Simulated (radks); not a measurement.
Question: Species: Tc36+. Configuration: [He] 2s2 2p3. Method: Dirac Kohn-Sham, LB94 model potential, spin-unpolarised, spherical densities, finite nucleus; open shells fill j = l - 1/2 first; Fermi nuclear charge, rms radius 4.4112 fm; computed with a radial shooting solver on a logarithmic mesh with Libxc functionals. Some entries of the table are withheld. Estimate them.

| orbital | occ. | eigenvalue (hartree) | <r^2> (bohr^2) |
|---|---|---|---|
| 1s1/2 | 2 | (1) | 0.001571 |
| 2s1/2 | 2 | (2) | (3) |
| 2p1/2 | 2 | (4) | (5) |
| 2p3/2 | 1 | (6) | (7) |

Answer: 
(1) 1s1/2 eigenvalue (hartree): -868.7963
(2) 2s1/2 eigenvalue (hartree): -195.2416
(3) 2s1/2 <r^2> (bohr^2): 0.02399
(4) 2p1/2 eigenvalue (hartree): -189.5832
(5) 2p1/2 <r^2> (bohr^2): 0.01762
(6) 2p3/2 eigenvalue (hartree): -184.6575
(7) 2p3/2 <r^2> (bohr^2): 0.01876
